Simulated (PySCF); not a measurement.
## Trend along the third period: MCs cations

HF with double-zeta basis sets in PySCF, for the lowest determinant that a PBE0 search found; no spin–orbit coupling. De refers to high-spin ground-configuration atoms (the charge goes to the atom of lower measured ionisation energy or higher electron affinity, which is not always the lowest computed limit). A positive dipole points towards Cs; it is taken about the centre of mass and depends on that origin.

```json
{"M": "Na", "basis": "def2-SVP", "reference": "UHF", "charged atom": "Cs+", "state (unpaired electrons)": "doublet (σ ↑)", "Re (Å)": "4.812", "ωe (cm⁻¹)": "58.0", "De (eV)": "0.30", "μ (D)": "-2.37"}
{"M": "Al", "basis": "def2-SVPD", "reference": "UHF", "charged atom": "Cs+", "state (unpaired electrons)": "doublet (σ ↑)", "Re (Å)": "4.548", "ωe (cm⁻¹)": "63.4", "De (eV)": "0.34", "μ (D)": "1.03"}
{"M": "P", "basis": "def2-SVP", "reference": "UHF", "charged atom": "Cs+", "state (unpaired electrons)": "quartet (σ ↑, π ↑↑)", "Re (Å)": "4.193", "ωe (cm⁻¹)": "46.2", "De (eV)": "0.09", "μ (D)": "2.92"}
{"M": "S", "basis": "def2-SVP", "reference": "UHF", "charged atom": "Cs+", "state (unpaired electrons)": "triplet (π ↑↑)", "Re (Å)": "3.883", "ωe (cm⁻¹)": "74.5", "De (eV)": "0.25", "μ (D)": "2.64"}
{"M": "Cl", "basis": "def2-SVP", "reference": "UHF", "charged atom": "Cs+", "state (unpaired electrons)": "doublet (π ↑)", "Re (Å)": "3.784", "ωe (cm⁻¹)": "67.6", "De (eV)": "0.18", "μ (D)": "3.07"}
```

The shortest bond is that of CsCl⁺ (3.784 Å), the longest that of CsNa⁺ (4.812 Å).

The rows differ in basis set, which adds steps of its own.

The state changes along the series, so neighbouring rows are not always alike in their bonding.

Spin–orbit coupling is left out, which matters for elements this heavy, above all for dissociation energies. For an ion De counts to the pair picked by the measured ionisation energies or electron affinities, which need not be the lowest pair at this level. Hartree–Fock leaves out correlation, which carries a large part of most bond energies and some tenths to 1 eV of ionisation energies. States were picked by a PBE0 search and need not be the measured ground states.
